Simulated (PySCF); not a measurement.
**Finite-field polarisability of Zn (zinc, neutral)**

[Ar] 3d10 4s2, closed-shell 1S. All numbers are calculated (PySCF 2.14, no relativity, point nucleus, in dyall-av2z (16s12p7d2f, 101 functions)). Frozen: [Ar]. Energy changes in a uniform field (μhartree):

| axis | F (au) | HF | MP2 | CCSD | CCSD(T) |
| --- | --- | --- | --- | --- | --- |
| x | 0.0019 | -97.294 | -72.299 | -77.346 | -75.059 |
| x | 0.0038 | -389.327 | -289.296 | -309.496 | -300.342 |

Problem. Derive α along x at CCSD(T) from the two fields.

Solution. With ΔE = −αF²/2 − γF⁴/24, α = −(16 ΔE(F) − ΔE(2F))/(6F²) = 41.58 bohr³.

Problem. And the mean polarisability at each level?

Solution. HF 53.90, MP2 40.05, CCSD 42.85, CCSD(T) 41.58 bohr³. Reference: 38.67 ± 0.3 bohr³ (recommended; Schwerdtfeger and Nagle, table of static dipole polarizabilities (2023 update)).

CCSD(T) lies more than 5 % above the reference; correlation of the frozen inner shells, absent here, would lower it.

A double-zeta set is small for polarisabilities.
